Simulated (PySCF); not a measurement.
Te(SiH3)(GeH3) (GeH₆SiTe), SMILES [GeH3][Te][SiH3].

Geometry: PBE-D3(BJ)/def2-SVP. This is a generated structure with no PubChem entry under its InChIKey; it may be hypothetical. The def2 effective core potentials stand for the cores of Te; spin–orbit coupling is left out.

Computed with PySCF with CAM-B3LYP/def2-TZVP.

Gas-phase values at a fixed geometry.

Computed frontier levels, gap, dipole moment and polarisability:
- highest occupied level: -7.63 eV
- lowest empty level: -0.06 eV
- orbital gap: 7.57 eV
- dipole moment: 0.76 D
- quadrupole, principal values (traceless, Buckingham form, about the centre of nuclear charge): -3.76, 0.02, 3.74 D·Å
- mean static polarisability: 101.3 bohr³ (15.02 Å³)
- polarisability, principal values: 77.2, 103.0, 123.7 bohr³
